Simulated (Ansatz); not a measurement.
One change: `[CH3][GeH]([OH])[F]` becomes `[CH3][GeH]([F])[SiH2]F`.

Ansatz, PBE0-D4/def2-TZVP geometries, multiplicity 1. Each molecule was computed in one conformer, which needn't be the lowest.

Scalar relativity is left out up to krypton.

| property | `[CH3][GeH]([OH])[F]` |
| --- | --- |
| HOMO–LUMO gap (ωB97M-V/def2-TZVPP) / eV | 13.49 |
| size of the dipole moment (B3LYP/def2-TZVPP) / D | 1.89 |
| HOMO–LUMO gap (PBE/def2-TZVPP) / eV | 7.02 |
| size of the dipole moment (ωB97M-V/def2-TZVPP) / D | 1.89 |
| LUMO energy (ωB97M-V/def2-TZVPP) / eV | 2.25 |
| HOMO–LUMO gap (B3LYP/def2-TZVPP) / eV | 8.96 |

Give the same properties after the change, and the shifts. (Estimate.)

Ansatz gave: 
```
                                          property  `[CH3][GeH]([F])[SiH2]F`  shift
           HOMO–LUMO gap (ωB97M-V/def2-TZVPP) / eV                     11.22  -2.27
  size of the dipole moment (B3LYP/def2-TZVPP) / D                      2.45   0.56
               HOMO–LUMO gap (PBE/def2-TZVPP) / eV                      5.33  -1.69
size of the dipole moment (ωB97M-V/def2-TZVPP) / D                      2.44   0.55
             LUMO energy (ωB97M-V/def2-TZVPP) / eV                      1.00  -1.25
             HOMO–LUMO gap (B3LYP/def2-TZVPP) / eV                      7.02  -1.94
```

With PBE0 the HOMO rises by 0.76 eV and the LUMO falls by 1.39 eV, so the gap narrows by about 2.15 eV. PBE moves the HOMO by 0.40 eV and ωB97M-V by 1.01 eV. Dipoles are sizes alone; their direction can turn.

B3LYP here is the variant with VWN-RPA as its local correlation; programs differ in this.
